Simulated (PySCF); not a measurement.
## Electric field gradients and quadrupole coupling constants

C6H12SSi.
Structure used (GFN2-xTB), in Å, numbered top down from 1:
```
atom  x, y, z in Å
C1     2.074   -3.163   -0.465
C2     1.748   -2.367    0.376
Si3    1.247   -1.097    1.625
S4     1.120    0.852    0.734
C5    -0.410    0.885   -0.326
C6    -0.404   -0.295   -1.287
C7    -0.335    2.198   -1.097
C8    -1.639    0.869    0.573
H9     2.361   -3.869   -1.191
H10   -0.048   -1.495    2.177
H11    2.286   -0.921    2.626
H12    0.523   -0.316   -1.856
H13   -1.237   -0.205   -1.983
H14   -0.499   -1.239   -0.754
H15    0.567    2.228   -1.704
H16   -0.312    3.040   -0.409
H17   -1.201    2.300   -1.750
H18   -2.539    0.999   -0.027
H19   -1.587    1.679    1.298
H20   -1.721   -0.073    1.110
```

Field gradients from the PBE0/pcSseg-1 density (PySCF, non-relativistic), principal values in atomic units, ordered |Vxx| ≤ |Vyy| ≤ |Vzz|:

```tsv
atom	Vxx	Vyy	Vzz
S4	0.1868	1.9976	-2.1845
```

Question: Find the asymmetry η = (Vxx − Vyy)/Vzz and the couplings χ = eQV/h (234.96 MHz × Q in barn × V in au), with Q(33S) = −0.0678 b.

Answer: 
```
atom                environment  nucleus     η  χzz (MHz)  χxx (MHz)  χyy (MHz)
  S4  sulfur bonded to C and Si      33S  0.83      34.80      -2.98     -31.82
```

Question: What is Vzz at S4 in SI units (1 au = 9.71736 × 10²¹ V/m²)?

Answer: -2.1845 au = -21.227 × 10²¹ V/m².

Question: And the gradient at the other heavy atoms, for which no coupling is worked out here?

Answer: 
```csv
atom,environment,Vzz (au),η
C1,terminal alkyne carbon,-0.359,0.02
C2,alkyne carbon,-0.348,0.01
Si3,SiH2 silicon,-0.443,0.79
C5,sp3 carbon bound to sulfur,0.319,0.03
C6,methyl carbon,0.079,0.27
C7,methyl carbon,0.090,0.24
C8,methyl carbon,0.076,0.28
```

Question: What couplings would deuterons (Q(2H) = 0.00286 b) have in place of the hydrogens, at this geometry?

Answer: 
| atom | bonded to | bond length (Å) | Vzz (au) | η | χzz (kHz) |
| --- | --- | --- | --- | --- | --- |
| H9 | C1 | 1.053 | 0.3863 | 0.00 | 260 |
| H10 | Si3 | 1.462 | 0.1628 | 0.01 | 109 |
| H11 | Si3 | 1.454 | 0.1673 | 0.01 | 112 |
| H12 | C6 | 1.088 | 0.3115 | 0.02 | 209 |
| H13 | C6 | 1.089 | 0.3124 | 0.03 | 210 |
| H14 | C6 | 1.088 | 0.3107 | 0.04 | 209 |
| H15 | C7 | 1.087 | 0.3130 | 0.02 | 210 |
| H16 | C7 | 1.087 | 0.3131 | 0.03 | 210 |
| H17 | C7 | 1.089 | 0.3134 | 0.03 | 211 |
| H18 | C8 | 1.089 | 0.3124 | 0.03 | 210 |
| H19 | C8 | 1.088 | 0.3120 | 0.02 | 210 |
| H20 | C8 | 1.088 | 0.3136 | 0.03 | 211 |

Isolated species at its GFN2-xTB geometry (one conformer only). GFN2-xTB bond lengths can be off by several hundredths of an ångström, more for odd bonds, and the gradients follow them. The small basis limits the accuracy of the gradients.
